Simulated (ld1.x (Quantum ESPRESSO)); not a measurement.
**Pb: one change to a TM potential, before and after**

ld1.x (Quantum ESPRESSO) 7.5 input, shortened:

```
&input
   title='Pb', zed=82., rel=2, dft='PZ', iswitch=3,
   config='[Xe] 4f14 5d10 6s2 6p2', rel_dist='average'
 /
 &inputp
   pseudotype=2, tm=.true., lloc=-1, rcloc=1.35,
   nlcc=.true., rcore=1.35
 /
3
6S  1  0   2.00   0.00  1.55  1.55  0.0
6P  2  1   2.00   0.00  2.20  2.20  0.0
5D  3  2  10.00   0.00  1.60  1.60  0.0
 &test
   configts(1)='5d10 6s2 6p2'
 /
```

Open shells are filled in proportion to 2j + 1 (rel_dist='average').

Change: wave 6p (bound): rc 2.20 bohr becomes 6p (bound): rc 3.06 bohr.

Cutoffs: the cutoffs (Ry, on a coarse ladder) from which the occupation-weighted sum of valence levels, in a spherical-Bessel basis at the reference potential, stays within 10 and 1 mRy of its value at 400 Ry; they do not see the model core or the augmentation charge, which bear on the density cutoff. Errors are all-electron minus pseudo energies relative to the spin-unpolarised reference configuration.

Task: What does the change do?

Result: The potential gets neither clearly harder nor softer (55 Ry and 110 Ry → 55 Ry and 120 Ry); both files keep a bound ghost (p, s); of the 7 tests that both files solve, the error grows in 5 and shrinks in 1 by more than 15 % and 0.3 meV (median size 6.7 → 12.5 meV).

```csv
quantity,base,changed
"cutoff, loose",55 Ry,55 Ry
"cutoff, tight",110 Ry,120 Ry
bound ghosts,"s, p3/2, p1/2","s, p3/2, p1/2"
"error for 5d10 6s2 6p1, meV [ΔE 6.96 eV]",-0.4,-0.9
"error for 5d10 6s2 6p0, meV [ΔE 20.88 eV]",-6.7,-13
"error for 5d10 6s1 6p0, meV [ΔE 53.75 eV]",-6.9,-27
"error for 5d10 6s2 6p1.5, meV [ΔE 2.67 eV]",0.0,0.0
"error for 5d10 6s1 6p2, meV [ΔE 16.37 eV]",+2.6,+6.5
"error for 5d9 6s2 6p3, meV [ΔE 19.01 eV]",-104,-80
"error for 5d10 6s0 6p0, meV [ΔE 96.93 eV]",-25,-62
```

Base: These tests converged, but a pseudo level misses the all-electron one widely, so the file describes the atom poorly there or has found another state: 5d10 6s0 6p0: empty 6p by 3.8 eV. Changed file: These tests converged, but a pseudo level misses the all-electron one widely, so the file describes the atom poorly there or has found another state: 5d10 6s0 6p0: empty 6p by 4.9 eV. A true bound ghost makes a file unfit for plane-wave use even where its test errors are small: the radial tests pick states by their node count and pass the ghost by.
